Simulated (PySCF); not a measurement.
Correlation energy of Ge (germanium, neutral)

[Ar] 3d10 4s2 4p2, high-spin 3P determinant. Calculation: PySCF 2.14, in x2c-TZVPall (6s5p4d1f, 48 functions); the spin-free X2C one-electron Hamiltonian (Gaussian nucleus). Frozen: [Ar] 3d10; 4 electrons correlated.

MP2 pair energies summed by pair of shells (mhartree):

```
 pair  energy  share (%)
4s-4p  -29.48       59.8
4s-4s  -15.04       30.5
4p-4p   -4.75        9.6
```

Total MP2 correlation energy: -49.27 mhartree.

Same-spin part -8.58 and opposite-spin part -40.69 mhartree; SCS-MP2 scales them by 1/3 and 6/5 to -51.69 mhartree.

| level | correlation energy (mhartree) |
| --- | --- |
| CCSD | -63.74 |
| (T) | -1.73 |
| CCSD(T) | -65.47 |

Diagnostics: T1 = 0.0087, D1 = 0.0233, largest double amplitude 0.088.

Cost of the coupled-cluster step: 0.84 s of wall time on 1 thread of Neoverse-N1 (shared host), for 4 correlated electrons.
